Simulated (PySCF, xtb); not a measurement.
CH4S2Zn, SMILES C[S][Zn][SH].

GFN2-xTB in xtb at its own geometry gives an orbital gap of 2.08 eV and a dipole moment of 1.49 D.

The structure is a stationary point at PBE0-D3(BJ)/def2-SVP. The structure was generated by enumeration; whether it is a known compound was not checked. The values are those of a single conformer.

Question: What does PBE/def2-TZVP (PySCF) give? (Estimate from the structure and the level; the computed values follow.)

Answer: gap 3.98 eV (levels -5.72 and -1.74 eV), dipole 1.60 D.
